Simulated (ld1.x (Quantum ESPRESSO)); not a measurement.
# An all-electron radial function and its pseudo partner (strontium (Sr))

Columns: radius, all-electron u(r) and pseudo u(r) of the 4d shell (level -1.28 eV) of strontium in the configuration [Ar] 3d10 4s2 4p6 4d0 5s2 5p0; PBE, scalar-relativistic, ultrasoft scheme, ld1.x (Quantum ESPRESSO) 7.5.

| r (bohr) | all-electron | pseudo |
| --- | --- | --- |
| 0.181 | 0.1412 | -0.0007 |
| 0.362 | 0.1955 | -0.0054 |
| 0.543 | 0.0897 | -0.0175 |
| 0.724 | -0.0595 | -0.0395 |
| 0.905 | -0.1981 | -0.0724 |
| 1.086 | -0.3103 | -0.1156 |
| 1.267 | -0.3939 | -0.1671 |
| 1.448 | -0.4517 | -0.2240 |
| 1.629 | -0.4886 | -0.2822 |
| 1.810 | -0.5097 | -0.3379 |
| 1.991 | -0.5192 | -0.3871 |
| 2.172 | -0.5205 | -0.4272 |
| 2.353 | -0.5162 | -0.4563 |
| 2.534 | -0.5083 | -0.4741 |
| 2.715 | -0.4980 | -0.4814 |
| 2.896 | -0.4863 | -0.4800 |
| 3.077 | -0.4739 | -0.4724 |
| 3.258 | -0.4611 | -0.4611 |
| 3.439 | -0.4481 | -0.4482 |
| 3.620 | -0.4349 | -0.4349 |
| 3.801 | -0.4213 | -0.4213 |
| 3.982 | -0.4075 | -0.4075 |
| 4.163 | -0.3934 | -0.3934 |
| 4.344 | -0.3792 | -0.3792 |
| 4.525 | -0.3648 | -0.3648 |
| 4.706 | -0.3503 | -0.3503 |

Question: How many radial nodes do the two functions have?

Answer: The all-electron 4d function has n − l − 1 = 1; the pseudo-wave has 0, since the states of the same l below it are removed with the core.

Question: At about which radius was the pseudo-wave matched?

Answer: 3.62 bohr. The columns agree to 0.0005 from 3.26 bohr on; several derivatives are matched, so the curves merge somewhat inside the radius.

Question: Where does each function peak?

Answer: Outermost all-electron maximum near 2.17 bohr, pseudo maximum near 2.71 bohr (to the table’s step).

Question: Is the pseudo-wave norm-conserving?

Answer: No, it belongs to an ultrasoft set: the norm inside the radius is not constrained, and the difference is carried by the augmentation charge.
